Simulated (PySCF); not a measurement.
# Electron correlation in As (arsenic, neutral)

[Ar] 3d10 4s2 4p3, high-spin 4S determinant. All numbers are calculated (PySCF 2.14, scalar relativity through the core potential, in aug-cc-pVQZ-PP with ECP10MDF (7s6p5d3f2g, 89 functions)). Frozen: 3s2 3p6 3d10; 5 electrons correlated.

```
  level  correlation energy (mhartree)
   CCSD                         -89.43
    (T)                          -3.38
CCSD(T)                         -92.81
```

Diagnostics: T1 = 0.0036, D1 = 0.0089, largest double amplitude 0.031.

Is a single reference adequate?

Yes, within this model without spin-orbit coupling: T1 lies below 0.03 and no double amplitude reaches 0.07.
